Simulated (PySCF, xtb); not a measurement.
SnH3I, SMILES [SnH3][I].

GFN2-xTB (xtb 6.7.1) at its own geometry gives an orbital gap of 4.67 eV and a dipole moment of 4.77 D.

Geometry: B3LYP-D3(BJ)/def2-TZVP. The def2 effective core potentials stand for the cores of I, Sn; spin–orbit coupling is left out.

**Question.** What does PBE0/def2-TZVPD (PySCF) give? (An estimate is asked for; the answer gives what the named calculation found.)

**Answer.** gap 5.99 eV (levels -7.53 and -1.54 eV), dipole 2.04 D.
